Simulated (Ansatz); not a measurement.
Cost and result up the ladder for In(NH2)3 (InN3H6) (10 atoms). Charge 0, multiplicity 1. Geometry: PBE-D4/def2-SVP.

```tsv
atom	x (Å)	y (Å)	z (Å)
In1	0.016	-0.019	-0.004
N2	-0.161	-0.027	-2.069
H3	0.141	0.857	-2.500
H4	-1.126	-0.186	-2.387
N5	-0.994	-1.466	1.082
H6	-1.119	-1.210	2.071
H7	-1.936	-1.657	0.715
N8	1.685	0.872	0.843
H9	1.926	1.769	0.403
H10	1.569	1.067	1.846
```

Ansatz on 4 threads of Arm Neoverse V2 on a shared host. Times are rough, and most runs start from the orbitals of an earlier one. ωB97X-V/def2-TZVP serves as the yardstick here, not as an exact answer. Differences are given only for rows in sets of like size (and for xTB, whose basis is part of the method), since another set adds its own error. Binding counts from free atoms at the same level (In doublet, N quartet, H doublet; other spins of the atoms weren't run), without zero-point energy or a counterpoise term.

In the def2 sets In takes a core potential, while STO-3G treats all electrons; there is no spin–orbit coupling. LC-ωPBE has ω = 0.4 bohr⁻¹. B3LYP takes the VWN-RPA correlation. HSE06 is defined as in plane-wave codes, on full-range PBE exchange. Correlated methods freeze 7 core orbitals; core or outer-core shells of In are correlated, in sets that lack core-valence functions.

Correlated methods converge slowly with the basis.

| level | functions | wall time | binding energy per atom (eV) | difference from ωB97X-V/def2-TZVP (eV) |
| --- | --- | --- | --- | --- |
| HF/STO-3G | 48 | 0.25 s | 2.38 | – |
| PBE-D4/def2-SVP | 98 | 0.75 s | 3.19 | – |
| PBE0-D4/def2-SVP | 98 | 1.1 s | 3.08 | – |
| HF/def2-TZVP (with forces) | 179 | 1.8 s | 1.93 | -1.24 |
| LC-ωPBE/def2-TZVP | 179 | 1.9 s | 3.14 | -0.04 |
| PBE0-D4/def2-TZVP | 179 | 1.9 s | 3.12 | -0.05 |
| MP2/def2-TZVP | 179 | 1.9 s | 3.02 | -0.15 |
| B3LYP-D4/def2-TZVP | 179 | 1.9 s | 3.16 | -0.02 |
| HSE06-D4/def2-TZVP | 179 | 2.1 s | 3.13 | -0.05 |
| PBE-D4/def2-TZVPD | 221 | 2.2 s | 3.24 | 0.07 |
| PBE0-D4/def2-TZVPD | 221 | 2.7 s | 3.14 | -0.04 |
| r2SCAN-D4/def2-TZVP | 179 | 2.9 s | 3.12 | -0.06 |
| ωB97X-V/def2-TZVP | 179 | 5.5 s | 3.17 | 0.00 |
| CCSD(T)/def2-TZVPP | 227 | 6.1 min | 3.06 | -0.11 |
